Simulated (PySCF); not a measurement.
Species: C₆H₁₁OP.
Atom-mapped SMILES: `[CH3:1][P@@H:2](=[O:3])[C:4]1=[CH:5][CH2:6][CH2:7][CH2:8]1`

Structure used (GFN2-xTB), in Å, numbered top down from 1:
```xyz
19
C6H11OP angstrom
C      2.714    0.355   -0.683
P      1.702   -0.992    0.023
O      2.257   -1.587    1.239
C      0.034   -0.346    0.187
C     -0.636   -0.365    1.335
C     -1.988    0.261    1.202
C     -2.174    0.387   -0.321
C     -0.756    0.305   -0.913
H      2.284    0.750   -1.598
H      2.790    1.141    0.068
H      3.710   -0.039   -0.878
H      1.599   -1.888   -1.046
H     -0.259   -0.761    2.262
H     -2.768   -0.339    1.671
H     -1.989    1.241    1.690
H     -2.769   -0.451   -0.683
H     -2.682    1.308   -0.600
H     -0.354    1.300   -1.122
H     -0.726   -0.269   -1.840
```

NICS = −σ at a ghost point: NICS(0) at the centroid of the ring atoms, NICS(1) 1 Å to either side along the normal of their mean plane, zz for the tensor component along that normal. Level: GIAO PBE0/pcSseg-1 (PySCF, non-relativistic, gas phase) on the GFN2-xTB geometry, one conformer.

Ring bond lengths (Å), with Mayer bond orders in brackets: C4–C5 1.329 (1.86), C5–C6 1.496 (1.03), C6–C7 1.540 (1.04), C7–C8 1.539 (1.03), C8–C4 1.503 (0.98).

Task: What do the NICS probes read (ppm)?

Result: 
```
          ring                                                    type  NICS(0)  NICS(1), two faces  NICS(1)zz, two faces  rms pucker (Å)  centre to ring atoms, mean (Å)
C4–C5–C6–C7–C8  5-membered carbocycle; formal bonds 1 double, 4 single     -2.0         -3.7 / -2.6           -3.6 / -1.9            0.09                            1.25
```

Task: What do they say, and how far can they be read as aromaticity?

Result: 
- C4–C5–C6–C7–C8: mean NICS(1)zz -2.7 ppm, near zero. C6, C7, C8 have four or more neighbours, and the NICS criterion for π rings isn't applied.

Task: At the second NICS(1) probe listed for ring C4–C5–C6–C7–C8, 1 Å off the ring, what do the in-plane components average?

Result: The isotropic value is a third of the trace: (3 × -2.6 − (-1.9))/2 = -3.0 ppm.

Task: How shielded are the nuclei of the rings and their hydrogens (means over atoms taken as equivalent)?

Result: 
```tsv
atoms	environment	σ isotropic (ppm)	principal values of the symmetric part, first atom (ppm)
C4	fully substituted alkene carbon	40.7	-60.1, 60.0, 122.1
C5	alkene CH carbon	29.8	-84.3, 27.9, 145.8
C6	allylic carbon	148.6	126.2, 150.4, 169.4
C7	ring CH2 carbon	159.4	129.3, 173.1, 175.7
C8	allylic carbon	152.1	127.3, 157.6, 171.4
H13	vinylic hydrogen	24.69	22.8, 23.2, 28.1
H14	methylene hydrogen	29.07	24.5, 27.1, 35.6
H15	methylene hydrogen	29.08	25.0, 26.9, 35.3
H16	methylene hydrogen	29.73	24.3, 28.3, 36.6
H17	methylene hydrogen	29.59	25.0, 27.7, 36.1
H18	methylene hydrogen	29.45	24.3, 29.3, 34.8
H19	methylene hydrogen	29.46	24.7, 29.0, 34.7
```
